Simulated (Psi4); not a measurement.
C2H3N, charge -1, doublet, at a GFN2-xTB geometry (a state made from the parent by changing its charge; the spin is typed, not shown lowest) (a gas-phase anion, which may not be bound at this level); R2SCAN/6-31G** in Psi4 1.11.

The Psi4 input:
```
memory 2 GB

molecule {
-1 2
C    -1.14762513    0.02603731    0.00494983
C     0.34331707   -0.39971770    0.11496049
N     1.35031630    0.27156055   -0.09560609
H    -1.65947905   -0.62089377   -0.72103085
H    -1.64071404   -0.11653138    0.97659776
H    -1.32617261    1.07858365   -0.30578618
}

set {
  basis 6-31g**
  reference uks
}

energy('r2scan')
print_variables()
```

What the program printed (banner, timings and long lists left out):

```
   => Loading Basis Set <=

    Name: 6-31G**
    Role: ORBITAL
    Keyword: BASIS

         ---------------------------------------------------------
                                   SCF
               by Justin Turney, Rob Parrish, Andy Simmonett
                          and Daniel G. A. Smith
                              UKS Reference
         ---------------------------------------------------------

  ==> Geometry <==

    Molecular point group: c1
    Full point group: C1

    Geometry (in Angstrom), charge = -1, multiplicity = 2:

       Center              X                  Y                   Z               Mass
    ------------   -----------------  -----------------  -----------------  -----------------
         C           -1.259609084250     0.034267447138     0.003742503278    12.000000000000
         C            0.231333115750    -0.391487562862     0.113753163278    12.000000000000
         N            1.238332345750     0.279790687138    -0.096813416722    14.003074004430
         H           -1.771463004250    -0.612663632862    -0.722238176722     1.007825032230
         H           -1.752697994250    -0.108301242862     0.975390433278     1.007825032230
         H           -1.438156564250     1.086813787138    -0.306993506722     1.007825032230

  Running in c1 symmetry.

  Rotational constants: A =      2.73762  B =      0.32850  C =      0.31038 [cm^-1]
  Rotational constants: A =  82071.74057  B =   9848.19139  C =   9304.85303 [MHz]
  Nuclear repulsion =   56.669093346748177

  Charge       = -1
  Multiplicity = 2
  Electrons    = 23
  Nalpha       = 12
  Nbeta        = 11

  ==> Algorithm <==

  SCF Algorithm Type is DF.
  DIIS enabled.
  MOM disabled.
  Fractional occupation disabled.
  Guess Type is SAD.
  Energy threshold   = 1.00e-06
  Density threshold  = 1.00e-06
  Integral threshold = 1.00e-12

  ==> Primary Basis <==

  Basis Set: 6-31G**
    Blend: 6-31G**
    Number of shells: 27
    Number of basis functions: 60
    Number of Cartesian functions: 60
    Spherical Harmonics?: false
    Max angular momentum: 2

  ==> DFT Potential <==

   => LibXC <=

    Version 7.1.2
    S. Lehtola, C. Steigemann, M. J. T. Oliveira, and M. A. L. Marques,  SoftwareX 7, 1–5 (2018) (10.1016/j.softx.2017.11.002)

   => Composite Functional: R2SCAN <=

    r2SCAN Meta-GGA XC Functional  (0.1021/acs.jpclett.0c02405)
    J. W. Furness, A. D. Kaplan, J. Ning, J. P. Perdew, J. Sun  J. Phys. Chem. Lett.  11, 8208–8215, 2020

    Deriv               =              1
    GGA                 =           TRUE
    Meta                =           TRUE

    Exchange Hybrid     =          FALSE
    MP2 Hybrid          =          FALSE

   => Exchange Functionals <=

    1.0000   XC_MGGA_X_R2SCAN

   => Correlation Functionals <=

    1.0000   XC_MGGA_C_R2SCAN

   => LibXC Density Thresholds  <==

    XC_MGGA_C_R2SCAN:  1.00E-15
    XC_MGGA_X_R2SCAN:  1.00E-11

   => Molecular Quadrature <=

    Radial Scheme          =       TREUTLER
    Pruning Scheme         =           NONE
    Nuclear Scheme         =       TREUTLER

    Blocking Scheme        =         OCTREE
    BS radius alpha        =              1
    Pruning alpha          =              1
    Radial Points          =             75
    Spherical Points       =            302
    Total Points           =         128873
    Total Blocks           =           1006
    Max Points             =            256
    Max Functions          =             60
    Weights Tolerance      =       1.00E-15

   => Loading Basis Set <=

    Name: (6-31G** AUX)
    Role: JKFIT
    Keyword: DF_BASIS_SCF

  ==> Integral Setup <==

  SCF_SUBTYPE=INCORE selected. In-core MEM_DF algorithm will be used.
  Using in-core AOs.

  ==> MemDFJK: Density-Fitted J/K Matrices <==

    J tasked:                   Yes
    K tasked:                    No
    wK tasked:                   No
    Algorithm:                 Core
    Schwarz Cutoff:           1E-12
[...]

   -------------------------
    Irrep   Nso     Nmo
   -------------------------
     A         60      60
   -------------------------
    Total      60      60
   -------------------------

  ==> Iterations <==

                           Total Energy        Delta E     RMS |[F,P]|

   @DF-UKS iter SAD:  -131.92011433750659   -1.31920e+02   0.00000e+00
   @DF-UKS iter   1:  -132.23529816926438   -3.15184e-01   1.34316e-02 ADIIS/DIIS
   @DF-UKS iter   2:  -131.55738584697616    6.77912e-01   2.07556e-02 ADIIS/DIIS
   @DF-UKS iter   3:  -132.43482016488520   -8.77434e-01   8.96710e-03 ADIIS/DIIS
   @DF-UKS iter   4:  -132.58493887190926   -1.50119e-01   1.93149e-03 ADIIS/DIIS
   @DF-UKS iter   5:  -132.59128441644796   -6.34554e-03   7.14270e-04 ADIIS/DIIS
   @DF-UKS iter   6:  -132.59222430279348   -9.39886e-04   3.76117e-04 ADIIS/DIIS
   @DF-UKS iter   7:  -132.59249771271431   -2.73410e-04   6.73873e-05 DIIS
   @DF-UKS iter   8:  -132.59251804472962   -2.03320e-05   1.96520e-05 DIIS
   @DF-UKS iter   9:  -132.59252034421158   -2.29948e-06   8.80107e-06 DIIS
   @DF-UKS iter  10:  -132.59252101927700   -6.75065e-07   3.96806e-06 DIIS
   @DF-UKS iter  11:  -132.59252118235543   -1.63078e-07   1.32977e-06 DIIS
   @DF-UKS iter  12:  -132.59252119717911   -1.48237e-08   4.50081e-07 DIIS
  Energy and wave function converged.

  ==> Post-Iterations <==

   Electrons on quadrature grid:
      Nalpha   =   12.0000024107 ; deviation = 2.411e-06
      Nbeta    =   11.0000031673 ; deviation = 3.167e-06
      Ntotal   =   23.0000055780 ; deviation = 5.578e-06

   @Spin Contamination Metric:   4.309724340E-03
   @S^2 Expected:                7.500000000E-01
   @S^2 Observed:                7.543097243E-01
   @S   Expected:                5.000000000E-01
   @S   Observed:                5.000000000E-01

    Orbital Energies [Eh]
    ---------------------

    Alpha Occupied:

[...]
    Alpha Virtual:

[...]
    Beta Occupied:

[...]
    Beta Virtual:

[...]
      60A      4.861628

    Final Occupation by Irrep:
              A
    DOCC [    11 ]
    SOCC [     1 ]
    NA   [    12 ]
    NB   [    11 ]

  @DF-UKS Final Energy:  -132.59252119717911

   => Energetics <=

    Nuclear Repulsion Energy =             56.6690933467481770
    One-Electron Energy =                -296.3478208016788358
    Two-Electron Energy =                 126.0428220902984435
    DFT Exchange-Correlation Energy =     -18.9566158325468983
    Empirical Dispersion Energy =           0.0000000000000000
    VV10 Nonlocal Energy =                  0.0000000000000000
    Total Energy =                       -132.5925211971791100

  UHF NO Occupations:
  HONO-2 :   10  A 1.9996141
  HONO-1 :   11  A 1.9987146
  HONO-0 :   12  A 1.0000000
  LUNO+0 :   13  A 0.0012854
  LUNO+1 :   14  A 0.0003859
  LUNO+2 :   15  A 0.0002036
  LUNO+3 :   16  A 0.0001237

Computation Completed

Properties will be evaluated at   0.000000,   0.000000,   0.000000 [a0]

Properties computed using the SCF density matrix

 Multipole Moments:

 ------------------------------------------------------------------------------------
     Multipole            Electronic (a.u.)      Nuclear  (a.u.)        Total (a.u.)
 ------------------------------------------------------------------------------------

 L = 1.  Multiply by 2.5417464519 to convert [e a0] to [Debye]
 Dipole X            :          3.3839821           -4.6556180           -1.2716359
 Dipole Y            :         -0.3496848            0.3421595           -0.0075253
 Dipole Z            :          0.0664853           -0.0501933            0.0162920
 Magnitude           :                                                    1.2717626

 ------------------------------------------------------------------------------------

  Variable Map:
  ----------------------------------------------------------------------------
[...]
  Array Variable Map:
  ----------------------------------------------------------------------------
[...]
[...]
```
